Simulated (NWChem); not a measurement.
Molecule: CH3NOSi; SMILES N#CO[SiH3]

Q: Give the equilibrium geometry at B3LYP/6-31G* (spherical d) (NWChem) as a list of bonds and angles, with the point group.

A: point group Cs; any orientation.
Bond lengths (Å): N1–C2 1.166, C2–O3 1.292, O3–Si4 1.717, Si4–H5 1.480, Si4–H6 1.476, Si4–H7 1.480. Angles (°): N1–C2–O3 178.1, C2–O3–Si4 123.1, O3–Si4–H5 108.8, O3–Si4–H6 103.4, O3–Si4–H7 108.8, H5–Si4–H6 112.2, H5–Si4–H7 111.2, H6–Si4–H7 112.2.
